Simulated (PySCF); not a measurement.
## BSb⁺: from constants to spectrum

UHF-CCSD(T) constants of BSb⁺, ⁴Σ⁻ (quartet), unpaired electrons σ ↑, π ↑↑ (B def2-SVPD, Sb def2-SVPD with ECP28; scalar-relativistic core potentials (PySCF 2.14); masses 11.0093 and 120.9038 u):

- ωe: 477.8 cm⁻¹
- ωexe: 5.92 cm⁻¹
- Be: 0.33526 cm⁻¹
- αe: 0.00437 cm⁻¹
- D (centrifugal): 6.6e-07 cm⁻¹
- De to B⁺ + Sb: 2.07 eV

Task: Give the vibrational terms G(v) and spacings up to v = 6.

Result: G(v) = ωe(v+½) − ωexe(v+½)².

```
v  G(v) (cm⁻¹)  G(v) − G(v−1)  Bv (cm⁻¹)
0          237                    0.3331
1          703            466     0.3287
2         1158            454     0.3243
3         1600            442     0.3200
4         2030            430     0.3156
5         2449            419     0.3112
6         2856            407     0.3069
```

Task: How well does the Morse estimate ωe²/(4ωexe) reproduce De, and what is D0?

Result: It gives 1.20 eV, 58 % of the computed De. D0 = De − G(0) = 2.07 − 0.03 = 2.04 eV.

Correlated steps freeze 5 core orbitals. Correlated levels converge slowly with the basis: in double zeta they bind strong bonds too weakly, by up to about 1 eV, and carry superposition errors of some tenths. These are scalar-relativistic numbers at best; spin–orbit coupling would shift them, the dissociation energy most. For an ion De counts to the pair picked by the measured ionisation energies or electron affinities, which need not be the lowest pair at this level. The state is the lowest determinant that a PBE0 search found; another state may lie lower at other levels.
